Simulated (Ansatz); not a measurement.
Abridged output of a molecular run in Ansatz:

```
Functional definition: HF
1672 factors; integrals over basis functions are off by at most 1.0e-3 eV
mean field evaluation 1: about -24035.4038 eV, gradient 3.9e1 eV
mean field evaluation 2: about -24035.6677 eV, gradient 3.9e1 eV
mean field evaluation 4: about -24039.4363 eV, gradient 4.4e0 eV
mean field evaluation 8: about -24039.5016 eV, gradient 2.5e-1 eV
mean field -24039.50187396 eV, -883.4353993085 hartree, gradient 3.2e-6 eV, S^2 0.000000; 0 other end points of the search recorded, 0 dependent functions left out
13 core orbitals not correlated: weight in the atoms' cores, before any rotation towards them, 1.000 or more for the frozen orbitals, at most 0.000 for the correlated occupied ones
reference -24039.50187396 eV, -883.4353993085 hartree; 16, 16 occupied and 260, 260 virtual orbitals, 1672 factors
second order -23.84590543 eV of doubles, -0.00000000 eV of singles
cycle   1  -24.81154742 eV  change   -9.7e-1 eV  update   9.5e-2
cycle   2  -25.39450404 eV  change   -5.8e-1 eV  update   2.7e-2
cycle   3  -25.48516100 eV  change   -9.1e-2 eV  update   1.2e-2
cycle   4  -25.47750406 eV  change    7.7e-3 eV  update   2.8e-3
cycle   5  -25.47737145 eV  change    1.3e-4 eV  update   1.4e-3
cycle   6  -25.47755507 eV  change   -1.8e-4 eV  update   4.2e-4
cycle   7  -25.47741138 eV  change    1.4e-4 eV  update   1.6e-4
cycle   8  -25.47741966 eV  change   -8.3e-6 eV  update   5.1e-5
cycle   9  -25.47742481 eV  change   -5.2e-6 eV  update   1.4e-5
perturbative correction -0.99439006 eV, -0.0365431606 hartree
Total energy: -24065.97368883 eV, -884.4082205617 hartree
```

Its atoms:

```xyz
13

C     1.9198   -0.2317    0.4263
C     0.7081    0.1704   -0.3904
N    -0.4951    0.2377    0.4204
Si   -2.0465   -0.1628   -0.1377
Cl   -2.8510    1.1685   -1.5107
H     1.7654   -1.2067    0.8928
H     2.1128    0.4956    1.2203
H     2.8124   -0.2816   -0.2016
H     0.9013    1.1247   -0.8978
H     0.5367   -0.5665   -1.1820
H    -0.4205    0.8813    1.1943
H    -1.9767   -1.4556   -0.8538
H    -2.9667   -0.1735    1.0201
```

Problem. Which basis set was used?
A. def2-TZVPP
B. def2-QZVPP
C. cc-pV(Q+d)Z
D. def2-SVP

Solution. A. It gives 289 functions.

Problem. Write the keys of the input that set method, charge and spin (a neutral closed shell needs none for the last two).

Solution. 
```yaml
correlation: {method: ccsd_t}
```
